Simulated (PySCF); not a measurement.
Positional isomers: norbornane formyl+boryl. Isolated molecules, 0 K electronic values unless said otherwise. One relaxed conformer stands for each flexible species; it need not be the lowest. Strings in code marks are SMILES.

Method: PySCF 2.14.0 with B3LYP-D3(BJ)/def2-TZVP // PBE0-D4/def2-SVP. All candidates: neutral, multiplicity 1. B3LYP has the VWN-RPA correlation part, as in Gaussian. Excitations are Tamm–Dancoff values on a coarser integration grid. The basis has no diffuse functions, so Rydberg states are missing or too high.

```
Property              Result
-------------------  -------
S1 excitation (TDA)  4.28 eV
HOMO–LUMO gap        5.33 eV
T1 excitation (TDA)  3.68 eV
```

Name which member has these values.
A. `B[C@]1(C=O)[C@H]2CC[C@@H]1CC2`
B. `B[C@@]12CC[C@@H](C1)[C@@H](C=O)C2`
C. `B[C@@H]1C[C@@]2(C=O)CC[C@@H]1C2`
D. `B[C@@H]1C[C@H]2C[C@@H]1C[C@@H]2C=O`

C, `B[C@@H]1C[C@@]2(C=O)CC[C@@H]1C2`. The others give `B[C@@H]1C[C@H]2C[C@@H]1C[C@@H]2C=O`: 4.35 eV, 5.56 eV, 3.75 eV; `B[C@]1(C=O)[C@H]2CC[C@@H]1CC2`: 3.91 eV, 4.99 eV, 3.51 eV; `B[C@@]12CC[C@@H](C1)[C@@H](C=O)C2`: 4.35 eV, 5.72 eV, 3.75 eV
